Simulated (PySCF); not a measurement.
**Polarisability and C₆ of Ni⁺ (nickel, charge +1)**

[Ar] 3d9, 2D determinant. Computed with PySCF 2.14 in aug-cc-pwCVTZ, with no relativity, point nucleus. Coupled (time-dependent) response in atomic units; α is the mean over directions.

| method | mean α (bohr³) | α xx, yy, zz | C₆ (like pair) | S(−4) |
| --- | --- | --- | --- | --- |
| UHF | 5.401 | 5.106, 5.106, 5.991 | 17.08 | 24.08 |
| PBE | 8.222 | 7.693, 7.693, 9.279 | 26.05 | 82.97 |

S(−4) is the Cauchy moment in α(ω) = α(0) + S(−4) ω² + …

α(iu) at PBE:

```csv
u (hartree),α(iu) (bohr³)
0,8.222
0.0500,8.022
0.100,7.504
0.200,6.163
0.300,5.041
0.500,3.709
0.750,2.868
1.00,2.354
1.50,1.686
2.00,1.262
3.00,0.7805
5.00,0.3892
```

A single London oscillator, α(iu) = α/(1 + u²/ω²), gives C₆ = (3/4) ω α². Matching the computed C₆ needs ω = 4 × 26.05 / (3 × 8.222²) = 0.514 hartree.

For an ion, C₆ is the dispersion term alone; charge-induced terms of lower order in 1/R come first.

The components differ because the open shell of this determinant is not spherical; for a pure term their mean is the scalar polarisability.
